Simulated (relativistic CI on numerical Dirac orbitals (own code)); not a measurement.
Hyperfine structure of Ta²⁷⁺, mass number 181

Calculated at this level of theory: Dirac-Coulomb-Breit CI, orbitals from a KLI potential per configuration, model QED, unscaled Slater integrals (own radial code, finite nucleus).

CI space (outside the closed core [Ar] 3d10): 4s2.4p6.4d10, 4s2.4p6.4d9.4f, 4s2.4p5.4d10.4f, 4s.4p6.4d10.4f, 4s2.4p6.4d9.5s, 4s2.4p6.4d9.5p, 4s2.4p6.4d9.5d, 4s2.4p5.4d10.5s, 4p6.4d10.4f2, 4p6.4d9.4f3, 4p5.4d10.4f3, 4p6.4d9.4f2.5s, 4p6.4d9.4f2.5p, 4p6.4d9.4f2.5d. Double excitations out of closed p, d and f shells are left out; levels of such configurations are missing from the list, as are those of other unlisted configurations, and high levels can miss mixing partners. These lack a partner that the ground configuration has and come out too high: 4s2.4p5.4d10.5s.

Nuclear spin I = 7/2, μ = 2.365 μN, Q = 3.17 b (tables of Stone and Pyykkö). The electronic factors are computed for point nuclear moments, without core polarisation or the Bohr-Weisskopf and QED corrections.

```json
{"Level": "4s2.4p6.4d9.4f 3P°_1", "E (eV)": "186.989", "A (MHz)": "1908", "B (MHz)": "7420"}
{"Level": "4s2.4p6.4d9.4f 3P°_2", "E (eV)": "190.974", "A (MHz)": "2032", "B (MHz)": "12200"}
{"Level": "4s2.4p6.4d9.4f 3H°_5", "E (eV)": "191.778", "A (MHz)": "4298", "B (MHz)": "-42800"}
{"Level": "4s2.4p6.4d9.4f 3H°_6", "E (eV)": "193.365", "A (MHz)": "3292", "B (MHz)": "-41800"}
{"Level": "4s2.4p6.4d9.4f 3F°_3", "E (eV)": "194.672", "A (MHz)": "3938", "B (MHz)": "4180"}
{"Level": "4s2.4p6.4d9.4f 3F°_4", "E (eV)": "198.001", "A (MHz)": "3053", "B (MHz)": "17500"}
{"Level": "4s2.4p6.4d9.4f 3G°_5", "E (eV)": "199.762", "A (MHz)": "3236", "B (MHz)": "-13900"}
{"Level": "4s2.4p6.4d9.4f 3D°_1", "E (eV)": "201.208", "A (MHz)": "-2481", "B (MHz)": "5440"}
```

Levels with J = 0, under 50 % of one LS term, or S terms without an open s electron are left out. Small factors come from cancelling terms and can be off by tens of per cent or more.

At this charge energies of transitions that change n are usually good to better than 1 %, and those within a shell (Δn = 0) to a few per cent.

Question: Give the hyperfine levels of 4s2.4p6.4d9.4f 3P°_1 relative to its centre of gravity.

Answer: With K = F(F + 1) − I(I + 1) − J(J + 1), E = AK/2 + B[¾K(K + 1) − I(I + 1)J(J + 1)]/[2I(2I − 1)J(2J − 1)]: F = 5/2: -4610, F = 7/2: -7211, F = 9/2: 8535 MHz.

LS names give the leading component of a level, which can be under half, so a name can repeat, a term be missing and a line seem to break the LS rules.
